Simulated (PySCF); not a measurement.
Species: C₅H₁₄SSi₂.
Numbering: `[CH3:1][S:2][C@H:3]1[CH2:4][C@@H:5]([SiH2:6][SiH3:7])[CH2:8]1`

Probes without a nucleus sit at each ring's centroid and 1 Å off its mean plane on both sides; NICS is minus the shielding there, NICSzz its component along the normal. Level: GIAO PBE0/pcSseg-1 (PySCF, non-relativistic, gas phase) on the GFN2-xTB geometry, one conformer.

Ring bond lengths (Å), with Mayer bond orders in brackets: C3–C4 1.531 (0.97), C4–C5 1.543 (1.01), C5–C8 1.542 (1.01), C8–C3 1.531 (0.97).

Q: Give the NICS values of each ring in ppm.

A: 
```
       ring                                            type  NICS(0)  NICS(1), two faces  NICS(1)zz, two faces  rms pucker (Å)  centre to ring atoms, mean (Å)
C3–C4–C5–C8  4-membered carbocycle; formal bonds all single     -1.2         -0.2 / -1.1             2.6 / 4.6            0.07                            1.08
```

Q: What can be read from them?

A: 
- C3–C4–C5–C8: mean NICS(1)zz 3.6 ppm, deshielded. C3, C4, C5, C8 have four or more neighbours; no verdict on aromaticity is drawn.

Q: What field does 11.7 T along the ring normal induce along that normal at the first NICS(1) probe listed for ring C3–C4–C5–C8, 1 Å off the ring?

A: NICSzz × B0 = 2.6 ppm × 11.7 T = 30 μT, along the applied field.

Q: What are the shieldings of the ring atoms and their hydrogens in the same run (means over atoms taken as equivalent)?

A: 
```json
{"atoms": "C3", "environment": "sp3 carbon bound to sulfur", "σ isotropic (ppm)": "144.0"}
{"atoms": "C4 (×2)", "environment": "four-membered-ring carbon", "σ isotropic (ppm)": "155.5"}
{"atoms": "C5", "environment": "sp3 carbon bound to silicon", "σ isotropic (ppm)": "175.3"}
{"atoms": "H on C3", "environment": "methine hydrogen", "σ isotropic (ppm)": "28.28"}
{"atoms": "H on C4 (×2)", "environment": "methylene hydrogen", "σ isotropic (ppm)": "29.76"}
{"atoms": "H on C4 (×2)", "environment": "methylene hydrogen", "σ isotropic (ppm)": "29.24"}
{"atoms": "H on C5", "environment": "methine hydrogen", "σ isotropic (ppm)": "29.98"}
```

On one thread, Arm Neoverse V1 (aarch64), on a shared host, this took 47 s and 1.1 GiB of memory at its peak. This is the whole shielding run at PBE0/pcSseg-1, SCF included.

The values belong to the conformer `[CH3:1][S:2][C@H:3]1[CH2:4][C@@H:5]([SiH2:6][SiH3:7])[CH2:8]1`: C1–S2–C3–C4 -48°, C4–C5–Si6–Si7 -62°.
